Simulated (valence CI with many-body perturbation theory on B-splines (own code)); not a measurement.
**Pm XLIX: electric-dipole lines**

Level of theory: valence CI with perturbative core correlation (CI+MBPT): three valence electrons over a frozen Dirac-Fock core [Ne], radial functions for each j: 11 s, 11 p, 9 d, 7 f, 5 g, 2 h, 1 i, with the one-electron correlation potential Σ1 (screened to all orders), the two-electron term Σ2, the three-electron term Σ3, Breit, model QED; selected single and double excitations, second order for the rest (own B-spline code, finite nucleus).

No measured spectrum was set against this ion. As an estimate, large intervals hold to a few tenths of a per cent, small ones and those within an open d or f shell to about a per cent.

Lines 151 to 200 of 272 in falling wavelength, among levels below 59.687 Ry, chosen from the strongest by gf and those to the six lowest levels. Wavelengths and rates use the calculated energies. Electric multipoles are in the length gauge, E1 and E2 with the static RPA response of the core. Weak lines are less certain than strong ones. Lines between different terms over intervals too small for the method are left out, as are lines whose strength nearly cancels. Where a level lies close to another of its J and parity, the split of strength between their lines is uncertain. The highest levels of a list are the least certain.

Levels are named by their leading jj configuration (3d3/2^4 stands for four electrons in 3d with j = 3/2), which in mixed levels can hold well under half, so a name can repeat and another be missing. Letters in brackets count levels of one name in rising energy.

```csv
λ vac (nm),Upper,Lower,A (s⁻¹),S (a.u.)
4.257,(3p1/2 3p3/2 3d3/2) J=5/2 [a],(3p1/2^2 3p3/2) J=3/2,4.19e+10,9.58e-03
4.241,(3s 3p3/2^2) J=3/2,(3s^2 3p3/2) J=3/2,9.60e+11,1.45e-01
4.240,(3s 3p1/2 3d3/2) J=3/2 [a],(3s 3p1/2^2) J=1/2,4.38e+10,6.59e-03
4.216,(3s 3p3/2 3d5/2) J=3/2 [b],(3s^2 3d5/2) J=5/2,5.56e+11,8.22e-02
4.207,(3s 3p3/2 3d3/2) J=3/2 [a],(3s 3p1/2 3p3/2) J=3/2 [b],4.21e+09,6.19e-04
4.191,(3s 3p3/2 3d3/2) J=1/2 [a],(3s 3p1/2 3p3/2) J=3/2 [b],3.01e+10,2.18e-03
4.189,(3s 3p3/2 3d3/2) J=5/2 [a],(3s 3p1/2 3p3/2) J=3/2 [b],3.73e+10,8.12e-03
4.186,(3s 3p3/2 3d5/2) J=5/2 [b],(3s^2 3d5/2) J=5/2,4.48e+11,9.73e-02
4.180,(3p1/2 3p3/2^2) J=5/2,(3s 3p1/2 3p3/2) J=3/2 [a],1.38e+10,2.98e-03
4.168,(3p1/2 3p3/2 3d3/2) J=3/2 [a],(3p1/2^2 3p3/2) J=3/2,1.06e+11,1.52e-02
4.166,(3p1/2 3p3/2 3d5/2) J=5/2 [b],(3s 3p1/2 3d5/2) J=5/2 [a],1.06e+11,2.26e-02
4.161,(3p1/2 3p3/2 3d3/2) J=5/2 [b],(3s 3p1/2 3d3/2) J=5/2,6.92e+10,1.48e-02
4.147,(3s 3d3/2^2) J=5/2,(3s 3p1/2 3d5/2) J=5/2 [a],6.11e+10,1.29e-02
4.122,(3p1/2 3p3/2^2) J=3/2,(3s 3p1/2 3p3/2) J=3/2 [a],2.95e+11,4.08e-02
4.083,(3s 3d3/2 3d5/2) J=7/2 [a],(3s 3p1/2 3d5/2) J=5/2 [b],5.39e+10,1.45e-02
4.082,(3s 3d3/2^2) J=3/2,(3s 3p1/2 3d3/2) J=1/2,4.00e+11,5.38e-02
4.040,(3p1/2 3p3/2 3d5/2) J=3/2 [b],(3s 3p1/2 3d5/2) J=5/2 [a],8.49e+10,1.11e-02
4.032,(3p3/2^3) J=3/2,(3s 3p3/2^2) J=5/2,1.83e+11,2.37e-02
4.027,(3p1/2 3p3/2 3d3/2) J=5/2 [b],(3s 3p1/2 3d3/2) J=3/2 [a],1.27e+11,2.45e-02
4.016,(3p1/2 3p3/2 3d5/2) J=5/2 [b],(3s 3p1/2 3d3/2) J=3/2 [b],6.57e+10,1.26e-02
4.000,(3s 3p3/2 3d3/2) J=3/2 [b],(3s 3p1/2 3p3/2) J=1/2,2.41e+11,3.05e-02
3.998,(3s 3d3/2^2) J=5/2,(3s 3p1/2 3d3/2) J=3/2 [b],5.05e+11,9.55e-02
3.981,(3p1/2 3p3/2^2) J=1/2,(3s 3p1/2 3p3/2) J=3/2 [a],3.45e+10,2.15e-03
3.969,(3s 3p3/2 3d3/2) J=3/2 [a],(3s 3p1/2 3p3/2) J=5/2,7.86e+10,9.69e-03
3.968,(3s 3d3/2 3d5/2) J=7/2 [a],(3s 3p1/2 3d5/2) J=7/2,3.53e+11,8.70e-02
3.953,(3s 3p3/2 3d3/2) J=5/2 [a],(3s 3p1/2 3p3/2) J=5/2,4.48e+11,8.20e-02
3.916,(3s 3p3/2 3d3/2) J=7/2,(3s 3p1/2 3p3/2) J=5/2,4.13e+11,9.80e-02
3.897,(3s 3d3/2 3d5/2) J=5/2 [a],(3s 3p1/2 3d5/2) J=7/2,9.78e+10,1.71e-02
3.896,(3s 3p3/2 3d3/2) J=3/2 [b],(3s 3p1/2 3p3/2) J=3/2 [b],3.36e+11,3.93e-02
3.877,(3s 3d3/2 3d5/2) J=5/2 [b],(3s 3p1/2 3d5/2) J=3/2,2.21e+11,3.82e-02
3.863,(3p1/2 3p3/2 3d3/2) J=3/2 [b],(3p1/2^2 3p3/2) J=3/2,6.70e+11,7.62e-02
3.861,(3s 3d3/2 3d5/2) J=3/2 [b],(3s 3p1/2 3d5/2) J=3/2,3.78e+11,4.29e-02
3.858,(3s 3d3/2 3d5/2) J=7/2 [a],(3s 3p1/2 3d5/2) J=5/2 [a],1.36e+11,3.08e-02
3.853,(3p1/2 3p3/2 3d3/2) J=5/2 [b],(3p1/2^2 3p3/2) J=3/2,2.54e+11,4.31e-02
3.843,(3s 3p1/2 3d3/2) J=1/2,(3s 3p1/2^2) J=1/2,6.16e+11,3.45e-02
3.832,(3s 3d3/2 3d5/2) J=7/2 [b],(3s 3p1/2 3d5/2) J=5/2 [b],2.96e+11,6.57e-02
3.829,(3s 3d3/2 3d5/2) J=5/2 [b],(3s 3p1/2 3d5/2) J=5/2 [b],3.53e+11,5.87e-02
3.827,(3s 3d3/2 3d5/2) J=9/2,(3s 3p1/2 3d5/2) J=7/2,3.65e+11,1.01e-01
3.818,(3s 3d3/2^2) J=1/2,(3s 3p1/2 3d3/2) J=3/2 [b],7.26e+11,3.99e-02
3.815,(3p1/2 3p3/2 3d3/2) J=1/2 [b],(3p1/2^2 3p3/2) J=3/2,4.31e+11,2.36e-02
3.814,(3s 3d3/2 3d5/2) J=3/2 [b],(3s 3p1/2 3d5/2) J=5/2 [b],1.29e+11,1.41e-02
3.811,(3s 3p1/2 3d3/2) J=3/2 [b],(3s 3p1/2^2) J=1/2,7.05e+11,7.70e-02
3.804,(3s 3p3/2 3d3/2) J=3/2 [a],(3s 3p1/2 3p3/2) J=3/2 [a],4.41e+11,4.80e-02
3.791,(3s 3p3/2 3d3/2) J=1/2 [a],(3s 3p1/2 3p3/2) J=3/2 [a],4.19e+11,2.25e-02
3.791,(3s 3d3/2 3d5/2) J=5/2 [a],(3s 3p1/2 3d5/2) J=5/2 [a],3.51e+11,5.67e-02
3.790,(3s 3p3/2 3d3/2) J=5/2 [a],(3s 3p1/2 3p3/2) J=3/2 [a],1.92e+11,3.10e-02
3.786,(3s 3d3/2^2) J=1/2,(3s 3p1/2 3d3/2) J=1/2,4.26e+11,2.28e-02
3.783,(3s 3p3/2 3d3/2) J=1/2 [b],(3s 3p1/2 3p3/2) J=1/2,4.99e+11,2.67e-02
3.782,(3s^2 3d3/2) J=3/2,(3s^2 3p1/2) J=1/2,8.79e+11,9.39e-02
3.769,(3s 3d3/2 3d5/2) J=1/2,(3s 3p1/2 3d5/2) J=3/2,7.25e+11,3.83e-02
```
